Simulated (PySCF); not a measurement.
Harmonic spectrum computed at PBE0 in the def2-TZVP basis family (core potentials from Rb on, PySCF, no spin–orbit coupling):

```json
{"symmetry": "a1", "ω (cm⁻¹)": "492", "IR (km/mol)": "85.3"}
{"symmetry": "b2", "ω (cm⁻¹)": "1565", "IR (km/mol)": "607"}
{"symmetry": "a1", "ω (cm⁻¹)": "1611", "IR (km/mol)": "195"}
```

Which molecule gave it? In each, all ligands are bound to the one heavy central atom.
A. GaH₂⁺ (singlet)
B. IrH₂⁺ (triplet)
C. PrH₂⁺ (triplet)
D. TlH₂⁺ (singlet)
E. AuH₂⁺ (triplet)

C. It has C2v symmetry with Pr–H 1.936 Å (×2).
